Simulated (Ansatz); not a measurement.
Reaction (substitution at a C–Se bond): `C[Se]C#N` + `OBO` → `N#COBO` + `C[SeH]`

Gas-phase electronic energies from Ansatz, PBE0-D4/def2-TZVP geometries. CBS: MP2 limit from def2 TZ/QZ plus the TZ coupled-cluster correction, frozen cores. This one scheme is used for every species. For Se outer-core shells are correlated without core-valence functions, which leaves a few kJ/mol of doubt a bond. Scalar relativity is left out up to krypton. One conformer a species, not always the lowest.

```json
{"species": "`C[Se]C#N`", "MP2/def2-QZVPP energy (Eh)": "-2532.97820"}
{"species": "`OBO`", "MP2/def2-QZVPP energy (Eh)": "-176.98367"}
{"species": "`N#COBO`", "MP2/def2-QZVPP energy (Eh)": "-269.05246"}
{"species": "`C[SeH]`", "MP2/def2-QZVPP energy (Eh)": "-2440.87601"}
```

Q: Work out ΔE.

A: ΔE = (-269.05246) + (-2440.87601) − (-2532.97820) − (-176.98367) = 0.03340 Eh = +87.7 kJ/mol. CCSD(T)/CBS gives +80.6 kJ/mol.

Largest T1 diagnostic among the species: 0.015.

In def2-TZVPP, CCSD(T) changes the Hartree–Fock value by +20.3 kJ/mol (the triples alone add +3.0 kJ/mol) and MP2 by +28.1 kJ/mol.
